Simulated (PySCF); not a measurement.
Bonds (- single, = double, # triple, : aromatic): Si1-C2, C2-C3, C3:C4, C4:C5, C5:C6, C6:C7, C7:N8, N8:C3. Si1 carries H9, H10, H11; C2 carries H12, H13; C4 carries H14; C5 carries H15; C6 carries H16; C7 carries H17.

Geometry: GFN2-xTB; GIAO shifts from PySCF, gas phase, non-relativistic, averaged over equivalent atoms.

At PBE0/pcSseg-1 (188 basis functions, 29 s wall time on 1 thread of an Arm Neoverse V1, shared host):
```tsv
atoms	δ (ppm)
Si1	-63.1
C3	167.5
C7	155.6
C5	142.2
C4	126.3
C6	124.2
C2	25.5
N8	352.8
H17	8.81
H15	7.83
H14	7.29
H16	7.11
H9/H10/H11	3.96
H12/H13	2.65
```

δ = σ(ref) − σ, references computed at the same level: 29Si (σref 349.16) and 13C (σref 186.93) and 1H (σref 31.72) vs TMS; NH3 for 15N (σref 267.73).

Problem. Estimate the result of repeating the calculation with wB97X/pcSseg-1.

Solution. 
```tsv
atoms	δ at wB97X/pcSseg-1	change
Si1	-60.8	+2.3
C3	170.0	+2.5
C7	157.7	+2.1
C5	145.0	+2.8
C4	127.0	+0.7
C6	125.1	+0.9
C2	24.1	-1.4
N8	348.7	-4.1
H17	8.78	-0.03
H15	7.91	+0.08
H14	7.29	+0.00
H16	7.14	+0.03
H9/H10/H11	3.91	-0.05
H12/H13	2.52	-0.13
```

Scale: 29Si (357.06 ppm), 13C (189.62 ppm), 1H (31.81 ppm) against TMS; NH3 for 15N (268.57 ppm) (reference shieldings calculated alike).

The largest change is at N8 (pyridine-type ring nitrogen). Cost: 188 basis functions, 40 s wall time on 1 thread of an Arm Neoverse V1, shared host. The order of the carbon signals is the same at both levels.

Experimental scales use liquid or dissolved standards, which lie at an offset from isolated NH3 (liquid NH3: subtract about 20 ppm). Unscaled 15N shifts of sp2 nitrogen come out 20 to 40 ppm too high even then.
